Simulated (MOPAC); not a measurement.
MOPAC input (PM7):

```
PM7 FORCE THERMO(298,298) PRECISE LET GEO-OK AUX(PRECISION=9) THREADS=1
H3BS3

S     1.36427885 1   -1.14789824 1   -0.22066365 1
B    -0.02047318 1    0.01469286 1    0.00529004 1
S    -1.26108735 1   -0.33077467 1    1.29124907 1
S     0.02576972 1    1.43029096 1   -1.13841322 1
H     1.15337746 1   -2.10482470 1    0.69959554 1
H    -2.14141845 1    0.67972374 1    1.22288230 1
H    -1.05748457 1    2.15335208 1   -0.81604259 1
```

Output:

```
 *******************************************************************************
 **                                                                           **
 **                              MOPAC v23.2.5                                **
 **                                                                           **
 *******************************************************************************
 ** MOPAC's Digital Object Identifier: https://doi.org/10.5281/zenodo.6511958 **
 **                                                                           **
 ** Please cite the open-source release paper for use of this MOPAC version:  **
 ** J. E. Moussa and J. J. P. Stewart (2026)                                  **
 ** MOPAC: An open-source semiempirical molecular orbital program             **
 ** J. Open Source Softw., 11(119), 8025, https://doi.org/10.21105/joss.08025 **
 *******************************************************************************

                              PM7 CALCULATION RESULTS

 *******************************************************************************
 *  PM7        - The PM7 Hamiltonian to be used
 *  GEO-OK     - OVERRIDE INTERATOMIC DISTANCE AND OTHER SAFETY CHECKS
 *  LET        - OVERRIDE SOME SAFETY CHECKS
 *  PRECISE    - TIGHTER CRITERIA TO BE USED
 *  FORCE      - FORCE CALCULATION SPECIFIED
 *  AUX        - OUTPUT AUXILIARY INFORMATION
 *  THERMO     - THERMODYNAMIC QUANTITIES TO BE CALCULATED
 *******************************************************************************
PM7 FORCE THERMO(298,298) PRECISE LET GEO-OK AUX(PRECISION=9) THREADS=1
 H3BS3

   ATOM   CHEMICAL          X               Y               Z
  NUMBER   SYMBOL      (ANGSTROMS)     (ANGSTROMS)     (ANGSTROMS)

     1       S          1.36427885  *  -1.14789824  *  -0.22066365  *
     2       B         -0.02047318  *   0.01469286  *   0.00529004  *
     3       S         -1.26108735  *  -0.33077467  *   1.29124907  *
     4       S          0.02576972  *   1.43029096  *  -1.13841322  *
     5       H          1.15337746  *  -2.10482470  *   0.69959554  *
     6       H         -2.14141845  *   0.67972374  *   1.22288230  *
     7       H         -1.05748457  *   2.15335208  *  -0.81604259  *

          CARTESIAN COORDINATES

    NO.       ATOM           X           Y           Z

     1         S          1.3643     -1.1479     -0.2207
     2         B         -0.0205      0.0147      0.0053
     3         S         -1.2611     -0.3308      1.2912
     4         S          0.0258      1.4303     -1.1384
     5         H          1.1534     -2.1048      0.6996
     6         H         -2.1414      0.6797      1.2229
     7         H         -1.0575      2.1534     -0.8160

 General Reference for PM7:
 "Optimization of Parameters for Semiempirical Methods VI: More Modifications to the
 NDDO Approximations and Re-optimization of Parameters", J. J. P. Stewart, J. Mol. Mod., 1:32, 19 (2013)
 https://link.springer.com/article/10.1007/s00894-012-1667-x

           Empirical Formula: H3 S3 B  =     7 atoms

      MOLECULAR POINT GROUP   :   Cs

      RHF CALCULATION, NO. OF DOUBLY OCCUPIED LEVELS = 12
[...]
 REDUCED MASS        0.4650         B 2 -- S 3          +0.8% (  8.9%)      0.3%
 EFFECTIVE MASS      1.6057
 FORCE CONSTANT      0.1617

 VIBRATION         11    7A'         ATOM PAIR     ENERGY CONTRIBUTION    RADIAL
 FREQUENCY           918.96         B 2 -- S 3         +29.2% ( 72.2%)     96.9%
 TRANSITION DIPOLE   1.1757         S 1 -- B 2         +28.1% ( 70.7%)     49.2%
 TRAVEL (Ang.)       0.1366         B 2 -- S 4         +27.5% ( 70.0%)     32.3%
 REDUCED MASS        3.9345         S 4 -- H 7          +6.8% ( 34.8%)      0.4%
 EFFECTIVE MASS      9.0819
 FORCE CONSTANT      1.9576

 VIBRATION         12    8A'         ATOM PAIR     ENERGY CONTRIBUTION    RADIAL
 FREQUENCY           922.69         B 2 -- S 4         +28.3% ( 67.2%)     84.3%
 TRANSITION DIPOLE   0.9165         S 1 -- B 2         +26.9% ( 65.5%)     55.8%
 TRAVEL (Ang.)       0.1453         B 2 -- S 3         +26.2% ( 64.6%)     10.6%
 REDUCED MASS        3.4605         S 1 -- H 5          +7.6% ( 34.7%)      7.8%
 EFFECTIVE MASS      7.3811
 FORCE CONSTANT      1.7358

 VIBRATION         13    9A'         ATOM PAIR     ENERGY CONTRIBUTION    RADIAL
 FREQUENCY          2507.00         S 1 -- H 5         +99.6% ( 99.9%)    100.0%
 TRANSITION DIPOLE   0.7526         S 1 -- S 4          +0.1% (  3.2%)     52.4%
 TRAVEL (Ang.)       0.1662         S 1 -- B 2          +0.1% (  3.2%)      5.2%
 REDUCED MASS        0.9743
 EFFECTIVE MASS      1.3088
 FORCE CONSTANT      3.6078

 VIBRATION         14   10A'         ATOM PAIR     ENERGY CONTRIBUTION    RADIAL
 FREQUENCY          2520.81         S 3 -- H 6         +64.9% ( 80.7%)    100.0%
 TRANSITION DIPOLE   0.1966         S 4 -- H 7         +34.8% ( 59.0%)    100.0%
 TRAVEL (Ang.)       0.2243         S 1 -- H 5          +0.1% (  3.7%)    100.0%
 REDUCED MASS        0.5319
 EFFECTIVE MASS      1.3102
 FORCE CONSTANT      1.9914

 VIBRATION         15   11A'         ATOM PAIR     ENERGY CONTRIBUTION    RADIAL
 FREQUENCY          2524.07         S 4 -- H 7         +65.0% ( 80.7%)    100.0%
 TRANSITION DIPOLE   0.9437         S 3 -- H 6         +34.8% ( 59.0%)    100.0%
 TRAVEL (Ang.)       0.2238
 REDUCED MASS        0.5332
 EFFECTIVE MASS      1.3106
 FORCE CONSTANT      2.0014

      SYMMETRY NUMBER FOR POINT-GROUP Cs  =  1

          SYSTEM IS A GROUND STATE

 H3BS3

          MOLECULE IS NOT LINEAR

          THERE ARE 15 GENUINE VIBRATIONS IN THIS SYSTEM
          THIS THERMODYNAMICS CALCULATION IS LIMITED TO
          MOLECULES WHICH HAVE NO INTERNAL ROTATIONS

                    CALCULATED THERMODYNAMIC PROPERTIES
                                          *
   TEMP. (K)   PARTITION FUNCTION   H.O.F.    ENTHALPY  HEAT CAPACITY ENTROPY
                                   KCAL/MOL   CAL/MOLE    CAL/K/MOL  CAL/K/MOL

 298.00  VIB.     0.1147D+02                  2236.1105    15.0628    12.3516
         ROT.     0.2368D+06                   888.2803     2.9808    27.5726
         INT.     0.2716D+07                  3124.3908    18.0436    39.9242
         TRA.     0.1116D+28                  1480.4672     4.9680    40.0002
         TOT.                      -31.619    4604.8579    23.0116    79.9244

   *: NOTE: HEATS OF FORMATION ARE RELATIVE TO THE
            ELEMENTS IN THEIR STANDARD STATE AT 298K
              (=  Standard Enthalpy of Formation).

            Hvib:  Zero-point energy is not included.
                   frequencies of less than zero cm-1 are not included.
            Hrot = (3/2)RT
            Htra = (3/2)RT + pV = (5/2)RT

            Heat capacity is Cp, not Cv

          For more information, see: HTTP://OpenMOPAC.net/Manual/thermochemistry.html

           FORCE CONSTANT IN CARTESIAN COORDINATES (Millidynes/A)

    ATOM   CHEMICAL       X               Y               Z
   NUMBER   SYMBOL  FORCE CONSTANT  FORCE CONSTANT  FORCE CONSTANT

      1       S        3.277835        3.922731        0.139240
      2       B        3.790139        4.110768        0.712706
      3       S        4.424276        2.884489        0.130192
      4       S        4.339784        2.947644        0.120253
      5       H        0.598591        3.382559        0.046925
      6       H        3.509389        0.495438        0.037545
      7       H        3.599721        0.420222        0.038805

 **********************
 *                    *
 * JOB ENDED NORMALLY *
 *                    *
 **********************

 == MOPAC DONE ==
```
